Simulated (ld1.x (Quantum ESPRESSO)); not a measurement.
# phosphorus (P): excitation energies, all-electron against ultrasoft

```
Element                 : P
Generator               : ld1.x (Quantum ESPRESSO) 7.5
Type                    : ultrasoft
Functional              : PBE
Relativity              : scalar-relativistic
Frozen core             : [Ne]
Valence charge          : 5
Reference configuration : 3s2 3p2.5 (charge +0.5)
Partial waves           : 3s (bound): rcut 1.05, rcutus 1.40 bohr; 3s channel at 1.4 Ry: rcut 1.05, rcutus 1.40 bohr; 3p (bound): rcut 1.20, rcutus 1.55 bohr; 3p channel at 4.15 Ry: rcut 1.20, rcutus 1.55 bohr; 3d channel at -0.1 Ry: rc 1.25 bohr
Local potential         : the d channel
Core correction         : a·sin(br)/r model core inside 0.60 bohr
Augmentation charge     : built from norm-conserving waves at rcut, not smoothed further
```

Energies are relative to the spin-unpolarised reference configuration 3s2 3p2.5; without spin polarisation the order of configurations can differ from experiment.

| valence configuration | charge | ΔE all-electron (eV) | error AE − PS (meV) |
| --- | --- | --- | --- |
| 3s2 3p3 | 0 | -3.775 | +0.5 |
| 3s2 3p2 | +1 | 5.955 | +0.1 |
| 3s2 3p1 | +2 | 25.102 | +5.8 |
| 3s1 3p3 | +1 | 15.075 | -5.2 |
| 3s0 3p5 | 0 | 13.426 | -19 |

Question: What are ΔE and the potential's error for 3s1 3p0?

Answer: ΔE = 106.846 eV all-electron; the error (AE − PS) is +43 meV.

Question: What are ΔE and the potential's error for 3s2 3p0?

Answer: ΔE = 54.841 eV all-electron; the error (AE − PS) is +26 meV.
